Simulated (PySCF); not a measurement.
In(GeH3)(Me)2, SMILES [CH3][In]([CH3])[GeH3], singlet, CAM-B3LYP/def2-SVP optimised geometry.

```
13

In    -0.73    -0.24    -2.05
Ge     0.21     1.11     0.00
H     -0.21     0.52     1.36
H      1.76     1.11     0.00
H     -0.22     2.59     0.00
C     -1.15     0.75    -3.93
H     -2.14     0.45    -4.30
H     -0.41     0.44    -4.68
H     -1.12     1.84    -3.84
C     -1.04    -2.38    -1.86
H     -1.43    -2.82    -2.79
H     -1.76    -2.59    -1.04
H     -0.10    -2.88    -1.60
```

Density from CAM-B3LYP/def2-TZVP, def2 effective core potentials past Kr in PySCF 2.14.0 at that geometry. The core electrons that the potentials of In replace are not part of the density.

Minimum of the electron density along straight lines between bonded atoms, close to the bond critical point (lines longer than 1.1 times the sum of covalent radii, or with two minima, are not listed):

```
bond     length / Å  ρ at the minimum / e bohr⁻³  ∇²ρ there / e bohr⁻⁵  position (fraction from the first atom)
-------  ----------  ---------------------------  --------------------  ---------------------------------------
In1–Ge2       2.624                            …                     …                                     0.49
Ge2–H3        1.542                        0.130                  0.07                                     0.59
Ge2–H4        1.544                        0.130                  0.07                                     0.59
Ge2–H5        1.542                        0.130                  0.07                                     0.59
In1–C6        2.171                        0.097                  0.15                                     0.51
C6–H7         1.100                        0.267                 -0.88                                     0.64
C6–H8         1.101                        0.266                 -0.87                                     0.64
C6–H9         1.098                        0.270                 -0.89                                     0.64
In1–C10       2.171                        0.096                  0.15                                     0.51
C10–H11       1.099                        0.269                 -0.89                                     0.64
C10–H12       1.101                        0.267                 -0.87                                     0.64
C10–H13       1.101                        0.267                 -0.87                                     0.64
```

Q: Complete the blanks.

A: 
- In1–Ge2, ρ at the minimum / e bohr⁻³: 0.066
- In1–Ge2, ∇²ρ there / e bohr⁻⁵: 0.00
